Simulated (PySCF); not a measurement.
Species: MoS2Cl2 (singlet state).
Bonds: Mo1–S2, Mo1–S3, Mo1–Cl4, Mo1–Cl5.

Method: PBE0-D3(BJ)/def2-SVP geometry optimisation, gas phase, def2 core potentials past Kr in PySCF.

**Question.** How far are the bound atoms from Mo1?

**Answer.** 4 atoms: S3 2.087 Å, S2 2.090 Å, Cl5 2.244 Å, Cl4 2.246 Å.

**Question.** List the angles at Mo1.

**Answer.** 
```tsv
angle	degrees	distance of the outer atoms (Å)
Cl4–Mo1–Cl5	113.7	3.76
S2–Mo1–Cl5	109.2	3.53
S2–Mo1–Cl4	109.1	3.53
S3–Mo1–Cl4	108.8	3.52
S3–Mo1–Cl5	108.3	3.51
S2–Mo1–S3	107.6	3.37
```

**Question.** What is the shape at Mo1?

**Answer.** Distorted tetrahedral: angles from 107.6° to 113.7°; τ4 = (360° − α − β)/141° = 0.97 with α and β the two widest (0 for a square, 1 for a tetrahedron). Differences among atoms that C2v makes equivalent are scatter left by the optimiser.

**Question.** What are the rotational constants (commonest isotopes, rigid rotor)?

**Answer.** A = 1316, B = 1179, C = 1124 MHz: an asymmetric top.

Point group: C2v (tolerance 0.08 Å). Charge 0, singlet. No PBE0-D3(BJ)/def2-SVP frequencies stand behind this structure, so it isn't proved a minimum.
